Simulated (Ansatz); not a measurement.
Cartesian coordinates in Å:
```
F 2.793 0.289 -0.247
Si 1.805 0.414 0.971
F 1.593 1.943 1.279
F 2.462 -0.266 2.226
Ge -0.278 -0.612 0.444
Cl 0.112 -2.692 0.091
Cl -1.530 -0.431 2.178
Si -1.528 0.195 -1.414
F -0.684 0.058 -2.735
F -1.881 1.715 -1.209
F -2.864 -0.614 -1.583
```

Total charge 0; spin multiplicity 1.

Problem. List the PBE0/def2-TZVPP orbital energies in eV (Ansatz). (An estimate is asked.)

Solution. Computed: Occupied: -10862.36, -2768.13, -2768.13, -1806.17, -1806.17, -1360.57, -1210.40, -1210.39, -1210.36, -675.17, -675.17, -675.17, -675.17, -675.15, -675.15, -259.96, -259.96, -198.26, -198.26, -198.10, -198.10, -198.09, -198.09, -173.30, -148.20, -148.20, -123.14, -123.10, -123.02, -102.90, -102.90, -102.90, -102.90, -102.85, -102.85, -35.99, -35.95, -35.85, -35.84, -35.83, -35.11, -35.11, -34.38, -34.38, -34.38, -34.37, -24.00, -23.35, -17.71, -17.32, -16.10, -15.36, -15.36, -15.35, -15.35, -14.76, -14.23, -13.95, -13.94, -13.94, -13.93, -13.35, -13.33, -13.29, -13.29, -12.82, -12.81, -11.90, -11.33, -11.24, -10.02, -9.85, -9.73, -8.91. Lowest empty: -1.95, -1.74, -1.08, 0.32, 0.54, 1.32, 1.37, 2.30.
